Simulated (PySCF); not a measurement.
# Working out the ionisation energy of Mn⁺

Mn⁺ [Ar] 3d5 4s1 (7S) → Mn²⁺ [Ar] 3d5 (6S). All numbers are calculated (PySCF 2.14, no relativity, point nucleus, in def2-TZVPPD (6s6p4d2f1g, 67 functions)). Frozen: [Ar]. Energies in hartree (1 hartree = 27.21139 eV):

```csv
part,Mn⁺ (lower),Mn²⁺ (upper)
UHF,-1149.627149,-1149.087305
CCSD correlation,-0.088875,-0.072997
(T),-0.001169,-0.000712
```

Q: What does Hartree-Fock give?

A: (-1149.087305) − (-1149.627149) = 0.539844 hartree = 14.690 eV.

Q: What do CCSD and CCSD(T) give?

A: The CCSD correlation energies differ by 0.015878 hartree = 0.432 eV and the triples by 0.000457 hartree = 0.012 eV, so CCSD gives 15.122 eV and CCSD(T) 15.134 eV.

Measured between the centres of the two terms (NIST): 15.640 eV, so CCSD(T) (valence) is off by -0.506 eV.

The calculation is non-relativistic.

What remains against the reference includes basis incompleteness, the frozen core and higher excitations.
